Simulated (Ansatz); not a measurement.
Ansatz (a program for electronic structure) input:

Ansatz 0.2 input:
```yaml
crystal:
  periodic: [false, false, false]
  atoms:
    - {symbol: B, position_ang: [-0.69550610, 0.84456933, -0.96910073]}
    - {symbol: H, position_ang: [-1.34476674, 0.15754573, -1.73723420]}
    - {symbol: O, position_ang: [-0.52308448, 2.08483335, -0.86299569]}
    - {symbol: Se, position_ang: [0.23658860, -0.62929762, 0.36130393]}
    - {symbol: H, position_ang: [0.96296081, 0.33705993, 1.20236960]}
basis:
  gaussian:
    orbitals: def2-TZVP
hamiltonian:
  xc: b3lyp
  dispersion: d3bj
total_charge: -1
phonons: {temperatures: {t_min: 298.15, t_max: 298.15, t_step: 100}}
```

Problem. Predict the final energy.

Solution. -2503.03395 Eh (B3LYP-D3(BJ)/def2-TZVP). The basis has 122 functions. The run takes about 60 core-seconds (a rough figure).

It need not be the lowest isomer of its formula. Whether it binds its extra electron was not tested at this geometry.
